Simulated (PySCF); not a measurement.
# What a mistake does to a calculation on AlBCH5O cation

These are calculations, not measurements. They come from PySCF 2.14.0, an open-source quantum chemistry program, on an isolated molecule that a program drew, which may never have been made. The molecule is AlBCH5O cation (charge +1, singlet), drawn as the SMILES string `CB[O][AlH+]`.

Each row is a Hartree-Fock (HF) and frozen-core CCSD(T) single point in the cc-pV(D+d)Z basis, meant for a local HF minimum. Run 1 is clean. Each other run has one planted mistake out of seven kinds, and not every kind appears here: one electron removed, one electron added, multiplicity raised by two, geometry at a saddle point, minimal basis STO-3G, one bond length entered in bohr, all coordinates scaled. The reference is restricted for singlets and unrestricted otherwise, and also for a bond in bohr. Adding or removing an electron swaps singlet and doublet. Electrons count all cores. HOMO and LUMO are orbital energies over both spins, the gradient is its largest component, and the lowest frequency (negative if imaginary) is given only where the gradient is small. Bond lengths are over the 8 bonds as drawn. T1 is the CCSD diagnostic: over 0.02 (restricted) or 0.045 (unrestricted) a single reference is doubtful.

Geometry of the clean run:
```xyz
9
AlBCH5O cation, angstrom
C    -2.0560    1.3436   -0.3606
B    -1.6138    0.5940    0.9294
O    -0.9825    1.2889    1.9845
Al   -0.2594    1.9974    3.2306
H    -1.8216    2.4093   -0.3728
H    -1.5956    0.8684   -1.2338
H    -3.1363    1.2177   -0.4962
H    -1.7690   -0.5748    1.1208
H     0.4314    2.6860    4.4160
```

| run | electrons | basis functions | <S^2> | HOMO (eV) | LUMO (eV) | gradient (hartree/bohr) | lowest frequency (cm^-1) | mean bond (Å) | longest bond (Å) | T1 | HF (hartree) | CCSD(T) (hartree) | mistake |
|---|---|---|---|---|---|---|---|---|---|---|---|---|---|
| 1 | 36 | 90 | 0.000 | -16.31 | -4.29 | 3.6e-05 | 62 | 1.3233 | 1.605 | 0.0153 | -382.07707 | -382.57874 | no fault |
| 2 | 36 | 90 | 0.893 | -16.17 | -6.76 | 9.3e-03 | - | 1.4940 | 2.901 | 0.0479 | -381.98790 | -382.47204 | one bond length entered in bohr |
| 3 | 37 | 90 | 0.765 | -5.37 | 1.16 | 8.3e-02 | - | 1.3233 | 1.605 | 0.0542 | -382.25334 | -382.77135 | one electron added |
| 4 | 36 | 90 | 0.000 | -16.50 | -4.13 | 2.6e-02 | - | 1.2823 | 1.556 | 0.0144 | -382.06808 | -382.56445 | ? |

**Which mistake was planted in run 4, and what did it cost?**

The mean and the longest bond both change by the same factor, 0.969, and the gradient is no longer small. So the mistake is: all coordinates scaled. Subtracting run 1 and multiplying by 627.51 kcal/mol a hartree, the energy moved by 5.6 kcal/mol in HF and 9.0 kcal/mol in CCSD(T).

Cautions from the logs. Run 2: T1 is over the limit, so its CCSD(T) energy is less reliable; run 3: T1 is over the limit, so its CCSD(T) energy is less reliable.
